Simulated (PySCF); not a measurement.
PySCF input (B3PW91/6-31G* (5d)):

```python
from pyscf import gto, dft

mol = gto.M(
    atom='''
    N     1.15580800   -0.31373300   -0.31237400
    Si   -0.46273500    0.16813800    0.16347800
    H     1.16009600   -1.03632700   -1.03690700
    H    -1.09166000   -0.96420500    0.89488000
    H    -1.30705400    0.50029200   -1.01421000
    H    -0.37375200    1.34244000    1.05416700
    ''',
    basis='6-31g*',
    charge=0,
    spin=1,
    verbose=4,
)

mf = dft.UKS(mol, xc='b3pw91')
mf.grids.level = 3
mf.conv_tol = 1e-9
mf.max_cycle = 100
mf.max_memory = 1500
mf.kernel()
if not mf.converged:
    mf = mf.newton()
    mf.kernel(mf.make_rdm1())
mo, _, stable, _ = mf.stability(return_status=True)
if not stable:
    mf.kernel(mf.make_rdm1(mo, mf.mo_occ))
    stable = mf.stability(return_status=True)[2]
mf.dip_moment()
```

From the output:

```
  HOMO = -0.273763385514  LUMO = -0.126139054026  gap/eV = 4.01706
cycle= 4 E= -346.506232961065  delta_E= -0.00038  |g|= 0.00649  |ddm|= 0.0315
  alpha nocc = 13  HOMO = -0.294704932112697  LUMO = 0.026470696164393
  beta  nocc = 12  HOMO = -0.27436542163084  LUMO = -0.125255837280634
  HOMO = -0.274365421631  LUMO = -0.125255837281  gap/eV = 4.05748
cycle= 5 E= -346.506277533032  delta_E= -4.46e-05  |g|= 0.00144  |ddm|= 0.0121
  alpha nocc = 13  HOMO = -0.294533070823727  LUMO = 0.0265503676779089
  beta  nocc = 12  HOMO = -0.273924728878402  LUMO = -0.124821026191931
  HOMO = -0.273924728878  LUMO = -0.124821026192  gap/eV = 4.05732
cycle= 6 E= -346.506280252166  delta_E= -2.72e-06  |g|= 0.000403  |ddm|= 0.00323
  alpha nocc = 13  HOMO = -0.294594910127628  LUMO = 0.0266039815845294
  beta  nocc = 12  HOMO = -0.273897793417687  LUMO = -0.124822217567717
  HOMO = -0.273897793418  LUMO = -0.124822217568  gap/eV = 4.05655
cycle= 7 E= -346.506280479646  delta_E= -2.27e-07  |g|= 0.000111  |ddm|= 0.00102
  alpha nocc = 13  HOMO = -0.294636813242723  LUMO = 0.0265856259672379
  beta  nocc = 12  HOMO = -0.273914789961864  LUMO = -0.12484671638337
  HOMO = -0.273914789962  LUMO = -0.124846716383  gap/eV = 4.05635
cycle= 8 E= -346.506280493473  delta_E= -1.38e-08  |g|= 3.03e-05  |ddm|= 0.00027
  alpha nocc = 13  HOMO = -0.294630925477525  LUMO = 0.0265911470869762
  beta  nocc = 12  HOMO = -0.273905696732689  LUMO = -0.124840686252627
  HOMO = -0.273905696733  LUMO = -0.124840686253  gap/eV = 4.05627
cycle= 9 E= -346.506280494301  delta_E= -8.28e-10  |g|= 6.85e-06  |ddm|= 6.16e-05
  alpha nocc = 13  HOMO = -0.294631896648563  LUMO = 0.0265897587927824
  beta  nocc = 12  HOMO = -0.273906254169902  LUMO = -0.124841805290893
  HOMO = -0.27390625417  LUMO = -0.124841805291  gap/eV = 4.05625
Extra cycle  E= -346.506280494344  delta_E= -4.33e-11  |g|= 4.23e-06  |ddm|= 1.76e-05
converged SCF energy = -346.506280494344  <S^2> = 0.75349473  2S+1 = 2.0034917
uhf_internal: lowest eigs of H = [0.08586123 0.34296743 0.3765626 ]
<class 'pyscf.dft.uks.UKS'> wavefunction is stable in the internal stability analysis
Dipole moment(X, Y, Z, Debye): -1.09186, -0.79142, -0.82611
```

The geometry given is a B3LYP-D3(BJ)/def2-TZVP minimum.
